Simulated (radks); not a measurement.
Radial electron density D(r) = 4 pi r^2 rho(r) of an atom or ion with 4 electrons. All-electron calculation, scalar-relativistic Kohn-Sham, PBE, spin-polarised, spherical densities, finite nucleus; Fermi nuclear charge, rms radius of each element as measured or else 0.836 A^(1/3) + 0.57 fm. Program: a radial shooting solver on a logarithmic mesh with Libxc functionals.

| r (bohr) | D(r) (e/bohr) | spin D(r) |
|---|---|---|
| 0.01425 | 0.08084 | 0.00219 |
| 0.01633 | 0.1043 | 0.00283 |
| 0.01856 | 0.1324 | 0.00359 |
| 0.02127 | 0.1700 | 0.00461 |
| 0.02417 | 0.2145 | 0.00581 |
| 0.02769 | 0.2737 | 0.00742 |
| 0.03147 | 0.3429 | 0.00929 |
| 0.03606 | 0.4339 | 0.0117 |
| 0.04098 | 0.5387 | 0.0146 |
| 0.04695 | 0.6741 | 0.0182 |
| 0.05336 | 0.8272 | 0.0223 |
| 0.06113 | 1.020 | 0.0274 |
| 0.06948 | 1.233 | 0.0330 |
| 0.07897 | 1.477 | 0.0394 |
| 0.09048 | 1.770 | 0.0469 |
| 0.1028 | 2.073 | 0.0545 |
| 0.1178 | 2.418 | 0.0629 |
| 0.1339 | 2.754 | 0.0706 |
| 0.1534 | 3.104 | 0.0779 |
| 0.1744 | 3.407 | 0.0833 |
| 0.1998 | 3.675 | 0.0865 |
| 0.227 | 3.851 | 0.0862 |
| 0.2601 | 3.929 | 0.0815 |
| 0.2956 | 3.881 | 0.0725 |
| 0.3387 | 3.689 | 0.0584 |
| 0.3849 | 3.380 | 0.0421 |
| 0.4375 | 2.966 | 0.0250 |
| 0.5012 | 2.450 | 0.00992 |
| 0.5697 | 1.940 | 0.00315 |
| 0.6527 | 1.427 | 0.00939 |
| 0.7418 | 1.018 | 0.0326 |
| 0.8499 | 0.6943 | 0.0787 |
| 0.9659 | 0.5039 | 0.142 |
| 1.107 | 0.4125 | 0.228 |
| 1.258 | 0.4072 | 0.320 |
| 1.441 | 0.4473 | 0.413 |
| 1.638 | 0.4885 | 0.476 |
| 1.861 | 0.5029 | 0.499 |
| 2.133 | 0.4714 | 0.471 |
| 2.424 | 0.3999 | 0.400 |
| 2.777 | 0.2991 | 0.299 |
| 3.156 | 0.2049 | 0.205 |
| 3.616 | 0.1257 | 0.126 |
| 4.11 | 0.07847 | 0.0785 |
| 4.708 | 0.05344 | 0.0534 |
| 5.351 | 0.04368 | 0.0437 |
| 6.131 | 0.03654 | 0.0365 |
| 6.968 | 0.02656 | 0.0266 |
| 7.983 | 0.01285 | 0.0128 |
| 9.073 | 0.002184 | 0.00218 |
| 10.31 | 0.001145 | 0.00115 |
| 11.81 | 0.01634 | 0.0163 |
| 13.43 | 0.04869 | 0.0487 |
| 15.38 | 0.08754 | 0.0875 |
| 17.48 | 0.1005 | 0.101 |
| 20.03 | 0.06959 | 0.0696 |
| 22.77 | 0.03361 | 0.0336 |
| 26.08 | 0.01155 | 0.0115 |
| 29.65 | 0.003023 | 0.00302 |
| 33.96 | 0.0004802 | 0.000480 |

What is the nuclear charge?

Answer. Z = 4. The innermost maximum, from 1s, lies near gamma/Z bohr with gamma = sqrt(1 - (Z/c)^2) = 1.000, here 0.25 bohr (found: 0.264), and its height grows with Z. The density is that of neutral beryllium in [He] 2s1 4p1; the configuration itself is not fixed sharply by these data. D(r) has 3 maxima, at r = 0.264, 1.83, 17.2 bohr, and minima at 1.19 bohr, inside which lie 2.07 electrons.
